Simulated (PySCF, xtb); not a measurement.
C3H9NSi2, SMILES [SiH2]1C(=N[C@H]1[SiH3])C.

Harmonic wavenumbers (cm⁻¹) from GFN2-xTB run with xtb at its own minimum, in rising order: 87, 103, 121, 152, 267, 276, 301, 427, 482, 509, 513, 570, 587, 624, 687, 755, 771, 790, 793, 853, 977, 998, 1039, 1058, 1156, 1231, 1378, 1464, 1465, 1635, 2226, 2239, 2264, 2274, 2283, 2912, 2997, 3009, 3029.

### Question
What does r2SCAN-D4/def2-SVP run with PySCF give at its own minimum? (Estimate from the structure and the level; the computed values follow.)

### Answer
82, 141, 156, 162, 255, 289, 314, 486, 505, 542, 579, 632, 665, 739, 772, 823, 908, 921, 939, 942, 948, 1005, 1017, 1040, 1177, 1239, 1373, 1433, 1437, 1624, 2187, 2204, 2213, 2221, 2229, 3024, 3052, 3112, 3144. Paired by order, the mean absolute difference is 52 cm⁻¹ and the zero-point energies are 64.8 and 66.5 kcal/mol.
